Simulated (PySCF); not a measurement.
Cl3Si, SMILES Cl[Si](Cl)Cl (connectivity only; charge and spin as stated), charge +1, multiplicity 1. Heavy atoms are numbered as in [Cl:1][Si:2]([Cl:3])[Cl:4].

Geometry: PBE0-D3(BJ)/def2-SVP. The multiplicity is an assumed one; other spin states were not compared. The isomer is the one that the SMILES or the coordinates give; other isomers of the formula were not compared.

These are B3LYP/pcSseg-2 run with PySCF values and carry that method's errors.

GIAO shieldings, no solvent; atoms alike by connectivity are averaged. δ = σ(ref) − σ: ³⁵Cl against HCl (σ = 930.0 ppm); ²⁹Si against TMS (σ = 325.2 ppm), references at their B3LYP-D3(BJ)/def2-TZVP geometries, non-relativistic (without spin–orbit terms, shifts of atoms bonded to Cl or Br come out too high).

Q: Estimate the chemical shifts. (An estimate is asked for; the answer gives what the named calculation found.)

A: 
| nucleus | atoms | count | δ (ppm) |
|---|---|---|---|
| ³⁵Cl | Cl1 | 3 | 305.8 |
| ²⁹Si | Si2 | 1 | 99.6 |
